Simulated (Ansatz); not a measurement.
Born–Oppenheimer molecular dynamics of CH4Cl2O2Si (10 atoms, charge 0, multiplicity 1). It starts from a relaxed structure.

All numbers below come from RKS B3LYP-D4/STO-3G in Ansatz.

| Quantity | Value |
| --- | --- |
| ensemble | NVE (Milne-controlled integrator) |
| time step | 0.5 fs |
| steps asked | 250 |
| starting velocities drawn for | 1500 K |
| masses | H 2.014 u |
| seed | 637797 |

Frames 5 fs apart, positions in Å, forces in eV/Å.

Velocities at 0 fs (Å/ps):

```
Si -0.01 -10.22 2.33
O -1.80 15.47 -5.01
H 19.36 12.36 -12.76
Cl 1.83 -3.39 4.32
Cl -4.68 0.84 1.79
O -1.85 3.62 -13.44
C 2.52 3.09 5.28
H 28.70 1.96 20.74
H 32.64 -35.51 13.26
H -16.54 38.59 -46.06
```

```xyz
10
Properties=species:S:1:pos:R:3:forces:R:3 time_fs=0 energy_less_start_eV=0.000 T=1500
Si -0.057 -0.197 0.188 0.00 0.00 0.00
O -0.026 -0.164 1.869 0.00 0.00 0.01
H 0.072 0.811 2.153 0.00 0.00 -0.01
Cl 1.778 0.402 -0.661 0.00 0.00 0.00
Cl -1.573 1.116 -0.521 0.00 0.00 0.00
O -0.282 -1.787 -0.332 0.00 0.00 0.00
C -1.582 -2.341 0.090 0.00 0.00 0.00
H -1.684 -2.394 1.196 0.00 0.00 0.00
H -2.441 -1.765 -0.317 0.00 0.00 0.00
H -1.630 -3.371 -0.313 0.00 0.00 0.00
10
Properties=species:S:1:pos:R:3:forces:R:3 time_fs=5 energy_less_start_eV=0.524 T=993
Si -0.057 -0.245 0.198 0.13 2.20 -0.96
O -0.035 -0.088 1.847 0.01 -0.45 0.91
H 0.169 0.879 2.087 -0.04 -0.02 -0.16
Cl 1.787 0.385 -0.639 -0.14 -0.07 0.03
Cl -1.595 1.119 -0.512 0.48 -0.48 0.14
O -0.292 -1.771 -0.399 -0.03 -0.55 0.25
C -1.551 -2.335 0.126 0.96 -1.03 -0.93
H -1.549 -2.399 1.254 -0.36 -0.63 -1.00
H -2.398 -1.837 -0.284 -1.70 2.24 0.29
H -1.699 -3.227 -0.521 0.70 -1.21 1.43
10
Properties=species:S:1:pos:R:3:forces:R:3 time_fs=10 energy_less_start_eV=0.753 T=772
Si -0.056 -0.274 0.201 0.18 3.24 -1.24
O -0.043 -0.019 1.837 0.07 -0.49 1.16
H 0.260 0.942 2.003 -0.11 -0.23 -0.20
Cl 1.795 0.367 -0.617 -0.16 -0.07 0.00
Cl -1.615 1.120 -0.502 0.74 -0.76 0.17
O -0.301 -1.762 -0.462 0.07 -0.69 0.54
C -1.511 -2.344 0.137 -3.45 1.23 -4.10
H -1.450 -2.474 1.225 -0.21 -0.66 0.29
H -2.496 -1.701 -0.207 2.52 -1.04 1.70
H -1.696 -3.208 -0.566 0.35 -0.53 1.70
10
Properties=species:S:1:pos:R:3:forces:R:3 time_fs=15 energy_less_start_eV=0.409 T=1104
Si -0.053 -0.277 0.193 -0.14 2.66 -0.96
O -0.051 0.042 1.843 0.09 -0.69 0.48
H 0.341 0.984 1.898 -0.06 -0.02 0.08
Cl 1.802 0.349 -0.595 0.01 0.01 -0.11
Cl -1.630 1.115 -0.491 0.79 -0.80 0.11
O -0.310 -1.763 -0.517 0.04 -0.26 0.51
C -1.525 -2.333 0.086 1.08 -0.82 1.98
H -1.379 -2.614 1.189 -0.07 0.40 -1.13
H -2.368 -1.646 0.037 -0.93 0.21 -0.39
H -1.660 -3.270 -0.442 -0.80 -0.68 -0.58
10
Properties=species:S:1:pos:R:3:forces:R:3 time_fs=20 energy_less_start_eV=0.830 T=697
Si -0.052 -0.258 0.177 -0.65 1.23 -0.48
O -0.057 0.094 1.856 0.40 -0.32 -0.48
H 0.410 1.016 1.804 -0.23 -0.28 0.48
Cl 1.809 0.332 -0.574 0.29 0.15 -0.27
Cl -1.639 1.106 -0.479 0.67 -0.61 -0.04
O -0.319 -1.768 -0.564 -0.10 0.28 0.54
C -1.526 -2.340 0.058 0.67 -1.82 1.47
H -1.307 -2.720 1.064 0.66 0.43 1.12
H -2.313 -1.582 0.261 -0.76 -0.63 -1.19
H -1.708 -3.374 -0.362 -0.95 1.56 -1.16
10
Properties=species:S:1:pos:R:3:forces:R:3 time_fs=25 energy_less_start_eV=0.767 T=759
Si -0.057 -0.228 0.157 -0.97 -0.11 0.14
O -0.058 0.140 1.863 0.26 -0.77 -1.18
H 0.458 1.023 1.765 0.00 0.17 0.65
Cl 1.819 0.315 -0.555 0.53 0.28 -0.43
Cl -1.645 1.092 -0.468 0.36 -0.25 -0.27
O -0.329 -1.768 -0.604 -0.44 0.66 0.65
C -1.512 -2.379 0.063 -0.85 0.90 2.07
H -1.171 -2.777 1.038 0.06 0.14 0.50
H -2.349 -1.583 0.346 1.27 -1.99 -1.25
H -1.862 -3.326 -0.414 -0.22 0.98 -0.89
10
Properties=species:S:1:pos:R:3:forces:R:3 time_fs=30 energy_less_start_eV=0.793 T=733
Si -0.069 -0.199 0.138 -0.54 -0.79 0.61
O -0.054 0.175 1.852 0.25 -0.74 -1.14
H 0.501 1.042 1.800 -0.09 -0.11 0.36
Cl 1.831 0.300 -0.539 0.55 0.34 -0.52
Cl -1.647 1.076 -0.458 -0.15 0.22 -0.55
O -0.346 -1.759 -0.632 -0.84 0.85 1.24
C -1.506 -2.412 0.103 2.73 -1.84 -0.48
H -1.036 -2.818 1.066 -1.27 -0.17 -1.09
H -2.293 -1.757 0.310 -1.93 2.29 1.04
H -2.032 -3.162 -0.559 1.30 -0.05 0.52
10
Properties=species:S:1:pos:R:3:forces:R:3 time_fs=35 energy_less_start_eV=1.015 T=518
Si -0.086 -0.176 0.124 0.41 -1.00 0.89
O -0.047 0.198 1.826 0.04 -0.82 -0.53
H 0.534 1.048 1.874 -0.14 -0.34 -0.19
Cl 1.847 0.287 -0.526 0.33 0.31 -0.55
Cl -1.651 1.062 -0.452 -0.71 0.70 -0.82
O -0.374 -1.737 -0.642 -0.49 0.81 1.72
C -1.468 -2.460 0.133 -2.36 3.30 -3.15
H -1.022 -2.892 1.010 -0.13 -1.40 0.92
H -2.357 -1.764 0.362 1.56 -0.20 0.87
H -2.061 -3.010 -0.654 1.49 -1.36 0.83
10
Properties=species:S:1:pos:R:3:forces:R:3 time_fs=40 energy_less_start_eV=0.721 T=803
Si -0.099 -0.162 0.118 1.27 -0.70 0.89
O -0.040 0.209 1.791 -0.48 -1.29 0.13
H 0.555 1.021 1.930 0.19 0.00 -0.48
Cl 1.866 0.277 -0.517 0.00 0.22 -0.53
Cl -1.659 1.053 -0.452 -1.05 0.99 -0.97
O -0.409 -1.703 -0.628 0.31 0.70 1.53
C -1.458 -2.457 0.118 -0.53 1.79 1.43
H -1.052 -3.089 0.995 -0.51 0.67 -1.39
H -2.296 -1.760 0.511 1.22 -0.93 -0.21
H -1.939 -3.011 -0.673 -0.42 -1.46 -0.41
10
Properties=species:S:1:pos:R:3:forces:R:3 time_fs=45 energy_less_start_eV=0.875 T=654
Si -0.102 -0.152 0.118 1.44 -0.06 0.37
O -0.039 0.202 1.759 -0.25 -0.78 0.98
H 0.592 0.986 1.931 -0.02 -0.28 -0.47
Cl 1.884 0.268 -0.512 -0.27 0.15 -0.49
Cl -1.675 1.050 -0.458 -0.95 1.00 -0.93
O -0.440 -1.660 -0.590 0.93 0.18 0.80
C -1.459 -2.429 0.113 1.28 -3.96 -1.18
H -1.121 -3.225 0.860 0.77 1.22 -0.32
H -2.135 -1.827 0.663 -2.18 1.04 0.38
H -1.841 -3.143 -0.699 -0.75 1.48 0.86
10
Properties=species:S:1:pos:R:3:forces:R:3 time_fs=50 energy_less_start_eV=1.010 T=523
Si -0.092 -0.144 0.122 0.73 0.39 -0.31
O -0.042 0.182 1.740 -0.18 -0.56 1.47
H 0.631 0.925 1.881 0.16 0.03 0.00
Cl 1.901 0.260 -0.509 -0.39 0.12 -0.44
Cl -1.697 1.054 -0.470 -0.49 0.80 -0.74
O -0.458 -1.614 -0.541 0.89 -0.93 -0.18
C -1.448 -2.454 0.097 -1.44 1.18 1.15
H -1.093 -3.253 0.710 1.99 -0.67 1.95
H -2.148 -1.840 0.806 0.30 -1.34 -1.94
H -1.843 -3.142 -0.663 -1.58 0.98 -0.96
10
Properties=species:S:1:pos:R:3:forces:R:3 time_fs=55 energy_less_start_eV=0.617 T=903
Si -0.077 -0.133 0.124 -0.23 0.76 -0.64
O -0.047 0.154 1.744 0.38 0.05 1.47
H 0.684 0.862 1.830 -0.08 -0.09 0.47
Cl 1.915 0.252 -0.510 -0.37 0.15 -0.39
Cl -1.722 1.063 -0.487 0.05 0.54 -0.50
O -0.463 -1.582 -0.495 0.10 -1.78 -0.70
C -1.452 -2.475 0.100 1.49 -1.59 0.90
H -0.884 -3.297 0.719 -1.06 1.41 -0.91
H -2.162 -1.967 0.769 -0.40 0.14 0.18
H -2.005 -3.019 -0.705 0.13 0.40 0.12
```

Of the whole run (125 fs, mean temperature of the second half 726 K): The conserved energy stayed within 0.015 meV per atom of its start (net change 0.0075 meV per atom), so the integration is sound. Over the second half the temperature averaged 0.48 of the 1500 K drawn at the start: a run that starts near a minimum puts about half its kinetic energy into the potential. A run of 0.12 ps of so small a system gives no equilibrium averages. Limits of this set-up: minimal basis.

Run time: 13 min on 1 thread of Arm Neoverse V1 (shared host), peak memory 0.13 GiB.
